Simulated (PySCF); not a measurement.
Isomers C6H7NO2:

A. SMILES [C@H]1(C#N)OCC12COC2
B. SMILES COc1cccc[n+]1[O-]
C. `O=CN[C@@H]1C=C[C@@H]1C=O`
D. SMILES O=CNC1=C[C@H](C=O)C1
E. SMILES CNc1ccoc(=O)c1

Spectrum 1. 1H NMR (500 MHz, computed): δ 7.46 (d, 1H), 5.28 (d, 1H), 4.93 (s, 1H), 3.44 (br s, 1H), 2.92 (s, 3H). 13C{1H} NMR (computed): δ 164.4 (C), 159.7 (CH), 158.5 (C), 104.2 (CH), 86.9 (CH), 30.6 (CH3).

Spectrum 2. 1H NMR (500 MHz, computed): δ 10.52 (d, 1H), 8.20 (d, 1H), 6.87 (br, 1H), 6.64 (m, 1H), 6.26 (m, 1H), 5.90 (m, 1H), 4.24 (m, 1H). 13C{1H} NMR (computed): δ 211.3 (CH), 160.9 (CH), 153.9 (CH), 143.6 (CH), 62.7 (CH), 51.3 (CH).

Spectrum 3. 1H NMR (500 MHz, computed): δ 9.46 (d, 1H), 8.19 (d, 1H), 6.23 (br, 1H), 5.00 (d, 1H), 3.50 (m, 1H), 3.24 (m, 1H), 3.20 (m, 1H). 13C{1H} NMR (computed): δ 205.9 (CH), 159.2 (CH), 149.9 (C), 106.8 (CH), 51.4 (CH), 35.2 (CH2).

Spectrum 4. 1H NMR (500 MHz, computed): δ 5.31 (m, 1H), 5.07 (s, 1H), 4.94 (m, 1H), 4.88 (m, 1H), 4.87 (m, 1H), 4.85 (m, 1H), 4.81 (m, 1H). 13C{1H} NMR (computed): δ 120.6 (C), 82.2 (CH2), 81.3 (CH2), 79.7 (CH2), 75.7 (CH), 47.3 (C).

Spectrum 5. 1H NMR (500 MHz, computed): δ 8.25 (d, 1H), 6.96 (m, 1H), 6.86 (m, 1H), 6.84 (m, 1H), 4.88 (s, 3H). 13C{1H} NMR (computed): δ 164.1 (C), 147.5 (CH), 128.2 (CH), 123.0 (CH), 121.5 (CH), 61.9 (CH3).

How the numbers were obtained: geometry: GFN2-xTB, NMR shieldings at PBE0/pcSseg-1/GIAO, in PySCF 2.14.0 with density-fitted response routines (single conformer, no solvent, non-relativistic, one averaged value for each set of equivalent atoms).

Chemical shifts δ = σref − σ; 1H and 13C vs TMS, all at this level. Where no couplings were computed, multiplicities follow the n + 1 count of equivalent neighbours, and m marks all less simple cases (inequivalent or close neighbours, rings, F or P nearby). Acid and N–H amide carbonyl carbons lie up to 10 ppm further downfield in solution (hydrogen bonding). Shifts are as computed. Against solution values, carbons near 30 ppm lie about +3 ppm off and those near 130 ppm about +5 ppm. Of 1211 compounds with measured shifts, 218 miss one by over three times the rms of a fit or turn the order of signals round; such compounds aren't used in these exercises. OH and NH positions are gas-phase values without hydrogen bonding to other molecules.

Q: Match each spectrum to its structure.

A: 1–E, 2–C, 3–D, 4–A, 5–B.

- Spectrum 1 (E): 6 13C signals; δC 30.6 is a methyl carbon bonded to N; δH 3.44 is the hydrogen on a nitrogen on an unsaturated ring.
- Spectrum 2 (C): 6 13C signals; δC 211.3 is an aldehyde carbonyl carbon; δC 160.9 is an amide carbonyl carbon.
- Spectrum 3 (D): 6 13C signals; δC 205.9 is an aldehyde carbonyl carbon; δC 159.2 is an amide carbonyl carbon.
- Spectrum 4 (A): 6 13C signals; δC 120.6 is a nitrile carbon; δC 82.2 is an sp3 CH2 bonded to O.
- Spectrum 5 (B): 6 13C signals; δC 164.1 is an aromatic carbon bearing oxygen; δC 147.5 is an aromatic CH next to a ring nitrogen.
